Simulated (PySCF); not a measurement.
UHF on Pb (lead, neutral)

Configuration: [Xe] 4f14 5d10 6s1 6p2 7s1, high-spin 5P determinant (an excited configuration). Computed with PySCF 2.14 in aug-cc-pwCVDZ-PP with ECP60MDF, with a scalar-relativistic core potential.

```
Total energy                                                  : -191.476418 hartree
One-electron energy                                           : -331.9892 hartree
Hartree (Coulomb) energy                                      : 155.4924 hartree
Exchange energy                                               : -14.9796 hartree
⟨S²⟩                                                          : 6.0060
⟨L²⟩                                                          : 2.022
Sum of ⟨r⟩                                                    : 35.33 bohr
Sum of ⟨r²⟩                                                   : 95.97 bohr²
Traceless quadrupole moment −½Σ⟨3z² − r²⟩ along its main axis : 3.51 e·bohr²
```

| shell | electrons | mean orbital energy (hartree) | spread (hartree) | rms radius, mean of both spins (bohr) |
| --- | --- | --- | --- | --- |
| 5s α | 1 | -6.35388 | 0 | 0.925 |
| 5s β | 1 | -6.33198 | 0 | 0.925 |
| 5p α | 3 | -4.03379 | 0.00671 | 1.05 |
| 5p β | 3 | -4.02298 | 0.01865 | 1.05 |
| 5d α | 5 | -1.25525 | 0.01356 | 1.39 |
| 5d β | 5 | -1.22898 | 0.02477 | 1.39 |
| 6s α | 1 | -0.80286 | 0 | 2.45 |
| 6p α | 2 | -0.38693 | 0 | 3.23 |
| 7s α | 1 | -0.10958 | 0 | 6.44 |

Energies and moments cover only the electrons outside the core potential. Spin-orbit coupling is strong in this species (close to jj coupling), so the high-spin LS determinant is a model state, not a physical level. The outer electron is Rydberg-like, and this basis confines it to a smaller radius and binds it less than a complete one would.
